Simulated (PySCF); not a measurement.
Diatomics of H with group 7

r²SCAN with triple-zeta basis sets in PySCF, for the lowest determinant that a PBE0 search found; no spin–orbit coupling. De refers to high-spin ground-configuration atoms. A positive dipole means M(−)H(+).

```csv
M,basis,state (unpaired electrons),Re (Å),ωe (cm⁻¹),De (eV),μ (D)
Mn,def2-TZVPP,"septet (σ ↑↑, π ↑↑, δ ↑↑)",1.714,1562,2.15,-1.16
Tc,def2-TZVPP,"quintet (σ ↑, π ↑, δ ↑↑)",1.637,1920,n/a,-2.22
Re,def2-TZVPP,"quintet (π ↑↑, δ ↑↑)",1.635,2111,2.27,-1.15
```

The shortest bond is that of ReH (1.635 Å), the longest that of MnH (1.714 Å).

The state changes along the series, so neighbouring rows are not always alike in their bonding.

De is left out where the level can put another filling of the metal’s s and d shells below the measured ground configuration, by anything from nothing to about 1 eV. The metal atom is held in its measured ground configuration; semilocal functionals can put another filling of s and d lower by some tenths of an eV, and De to that atom would be smaller. These are scalar-relativistic numbers at best; spin–orbit coupling would shift them, the dissociation energy most. With d or f electrons several states lie close, and the lowest PBE0 determinant need not be the measured ground state.
